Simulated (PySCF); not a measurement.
## Steps of a relaxation of EuCl3(H2O)

EuCl3(H2O) (singlet in the valence; each metal's 4f electrons, 6 of them, lie in its core potential, out of spins and levels). PySCF 2.14.0, RKS PBE0, Eu lcecp-1-SVP with ECP52, Cl def2-SVP, O def2-SVP, H def2-SVP; non-relativistic Hamiltonian with scalar-relativistic core potentials where named; density fitting; no spin-orbit coupling. Origin of the start: template. Columns: position (Å) and force (eV/Å). Energies are counted from the last step; some of the 17 steps are shown. Forces carry noise of the integration grid, about 0.01 to 0.03 eV/Å.

Run from Python with OMP_NUM_THREADS=2. Where DIIS fails, smearing, a level shift and second-order steps follow.
It took 2.1 min on 2 threads of Intel(R) Xeon(R) Platinum 8259CL CPU @ 2.50GHz (Skylake/Cascade Lake), with other jobs on the host, from the converged density of the start.

```xyz
7
step 0  E = 0.444 eV
Eu   -0.0975    0.0975   -0.0975     0.95   -0.95    0.95
Cl    1.4301    1.6251    1.4301    -0.88   -0.63   -0.86
Cl   -1.6251   -1.4301    1.4301     0.65    0.87   -0.87
Cl    1.4301   -1.4301   -1.6251    -0.88    0.86    0.63
O    -1.5322    1.5322   -1.5322    -0.03    0.04   -0.04
H    -1.8729    2.4173   -1.3284     0.10   -0.12    0.07
H    -1.8729    1.3284   -2.4173     0.10   -0.07    0.12
```

```xyz
7
step 5  E = 0.010 eV
Eu    0.0143   -0.0126    0.0126     0.06   -0.02    0.02
Cl    1.2145    1.8419    1.2664    -0.11   -0.12   -0.11
Cl   -1.7900   -1.2686    1.2686     0.10    0.08   -0.08
Cl    1.2145   -1.2664   -1.8419    -0.11    0.11    0.12
O    -1.3679    1.3996   -1.3996     0.06   -0.05    0.05
H    -1.7129    2.2731   -1.1733     0.00    0.01    0.00
H    -1.7129    1.1733   -2.2731     0.00    0.00   -0.01
```

```xyz
7
step 11  E = 0.001 eV
Eu   -0.0008   -0.0488    0.0488    -0.03    0.00    0.00
Cl    1.1098    1.9020    1.2049     0.01    0.02    0.01
Cl   -1.7801   -1.3118    1.3118     0.00    0.00    0.00
Cl    1.1098   -1.2049   -1.9020     0.01   -0.01   -0.02
O    -1.3471    1.3624   -1.3624    -0.05    0.05   -0.05
H    -1.6160    2.2711   -1.1704     0.02   -0.03    0.01
H    -1.6160    1.1704   -2.2711     0.02   -0.01    0.03
```

Question: Where does the relaxation end?

Answer: It converges at step 16 in Cs:
```xyz
7
step 16  E = 0
Eu   -0.0270   -0.0534    0.0534
Cl    1.0846    1.9058    1.1997
Cl   -1.7475   -1.3548    1.3548
Cl    1.0846   -1.1997   -1.9058
O    -1.3686    1.3641   -1.3641
H    -1.5832    2.2899   -1.1884
H    -1.5832    1.1884   -2.2899
```

Question: How did the contacts change?

Answer: 
```tsv
contact	start (Å)	end (Å)
Eu1–Cl2 (Cl)	2.646	2.527
Eu1–Cl3 (Cl)	2.646	2.519
Eu1–Cl4 (Cl)	2.646	2.527
Eu1–O5 (H2O)	2.485	2.412
```


A frequency check found unstable modes (1, the lowest at -39 cm⁻¹), so the relaxed geometry is a saddle point, or these are noise. An lcecp potential fixes the number of 4f electrons, so in runs with it no electron can move into or out of that shell.
